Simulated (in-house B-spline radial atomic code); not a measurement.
# RPA and G0W0 on Hartree-Fock: the vanadium ion V⁸⁺

Configuration [Ne] 3s2 3p3, highest spin, mean-field start Hartree-Fock. Computed with a B-spline radial code for spherical atoms: all electrons, scalar-relativistic (spin-free one-electron X2C), finite nucleus, each spin shell either full or empty, empty states to l = 9 with an (l + 1/2)⁻⁴ tail; G0W0 by contour deformation at full frequency.

Command:
```bash
python run_gw.py task.json out
```
Settings (radii: box in bohr, nucleus in fm):
```
Z                        23
electrons                15
configuration            [Ne] 3s2 3p3
hamiltonian              x2c
method                   hf
lmax                     9
rms_radius               3.6002
spin_polarised           True
box_radius               7.7
intervals                67
```

Run time, properties included: 1.9 s on 1 thread of Intel(R) Xeon(R) Platinum 8375C CPU @ 2.90GHz, on a shared host.

Energies (hartree):

```json
{"term": "mean-field total", "value": "-925.90634"}
{"term": "Hartree-Fock functional on these orbitals", "value": "-925.90634"}
{"term": "direct second order", "value": "-0.97536"}
{"term": "second-order exchange", "value": "0.35347"}
{"term": "SOSEX correction", "value": "0.33215"}
```

**Question.** What is the RPA correlation energy, and what remains with SOSEX?

**Answer.** RPA gives -0.89628 hartree (-1.63 eV per electron); RPA + SOSEX gives -0.56413, and the second-order doubles (MP2) -0.62189 hartree. RPA lacks exchange-type terms and so overcorrelates at short range.

Quasi-particle levels (eV):

```json
{"level": "3p up", "occupied": "yes", "mean field": "-204.39", "Σx - vxc": "0.00", "Σc": "?", "QP weight": "?", "G0W0": "?"}
{"level": "3s down", "occupied": "yes", "mean field": "-220.84", "Σx - vxc": "0.00", "Σc": "-3.10", "QP weight": "0.978", "G0W0": "-223.94"}
{"level": "3s up", "occupied": "yes", "mean field": "-240.00", "Σx - vxc": "0.00", "Σc": "5.13", "QP weight": "0.870", "G0W0": "-234.88"}
{"level": "2p down", "occupied": "yes", "mean field": "-716.89", "Σx - vxc": "0.00", "Σc": "4.99", "QP weight": "0.973", "G0W0": "-711.90"}
{"level": "3p down", "occupied": "no", "mean field": "-170.80", "Σx - vxc": "0.00", "Σc": "-2.90", "QP weight": "0.977", "G0W0": "-173.70"}
```

G0W0 = mean field + (Σx - vxc) + Σc, with Σc (partial-wave tail included) taken at the quasi-particle energy. Only the outer levels were computed.

**Question.** Where does G0W0 put 3p up?

**Answer.** At -204.95 eV, with Σc = -0.56 eV and a quasi-particle weight of 0.977. The tabulated removal energy is 206 ± 0.4 eV (NIST, semi-empirical); the calculation leaves out spin-orbit coupling, Breit and QED terms, and what these don't explain is the method's own error.
